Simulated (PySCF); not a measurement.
Coordinates in bohr (charge 0 multiplicity 1):
```
N    -0.0013   -2.9754    0.0000
Nb   -1.0774   -0.4666    2.3899
Nb    2.1561    1.3824    0.0000
Nb   -1.0774   -0.4666   -2.3899
```

Level of theory: B3LYP in PySCF with N def2-SVP, Nb def2-SVP with ECP28; scalar-relativistic core potentials, no spin–orbit coupling; density-fitted integrals.

This geometry of Nb3N is a stationary point at this level.

(1) What is the point group?

(2) Is it a minimum?

(3) What are the dipole moment and the gap between the highest occupied and lowest empty levels?

(4) Give the atomic charges and bond orders.

(5) Give the ideal-gas entropy at 298.15 K and 1 bar by parts.

Answers

(1) Cs.

(2) Yes: all harmonic wavenumbers are real.

(3) 1.87 D and 1.93 eV.

(4) 
| atom | Mulliken | Löwdin | polar tensor | Mayer order to N1 |
| --- | --- | --- | --- | --- |
| N1 | -0.43 | -0.02 | -0.54 | – |
| Nb2,4 | 0.29 | 0.01 | 0.23 | 1.39 |
| Nb3 | -0.16 | 0.01 | 0.08 | 0.34 |
Other Mayer orders above 0.3: Nb–Nb 1.53, Nb–Nb 2.41 (×2).

(5) translation 179.7, rotation 122.1, vibration 37.2, spin 0.0; total 339.0 J/(mol K).

Stability towards spin polarisation was not tested. Only a few start shapes were tried, so a lower isomer may exist.
